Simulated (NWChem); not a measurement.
System: CH6OSeSi; SMILES [SiH3]O[Se]C

The following NWChem deck was run.

```
start job
memory heap 200 mb stack 900 mb global 1100 mb
geometry units angstroms noautoz
  Se    -0.315014     0.815646    -0.273070
  C      1.525483     1.341208     0.097687
  H      1.671013     2.326791    -0.389548
  H      2.239381     0.610775    -0.327425
  H      1.669036     1.444553     1.189603
  O     -0.311485    -0.736963     0.739158
  Si     0.043504    -2.144009    -0.146589
  H     -0.994441    -2.424382    -1.199251
  H      0.050194    -3.248905     0.871335
  H      1.395170    -2.050326    -0.806694
end
basis spherical
  * library 3-21g
end
dft
  xc hfexch
  iterations 150
  mulliken
end
task dft energy
```

Coordinates come from a PBE-D3(BJ)/def2-SVP optimisation.

Question: Predict the main results of this run. (Hartree-Fock/3-21G.) Quantities: basis functions; energy (Ha); highest occupied level (eV); orbital gap (eV); dipole (D).

Answer: 
```
Quantity                        Value
---------------------------  --------
number of basis functions          65
energy (Ha)                  -2791.46
highest occupied level (eV)     -9.05
orbital gap (eV)                12.16
dipole (D)                       2.23
```
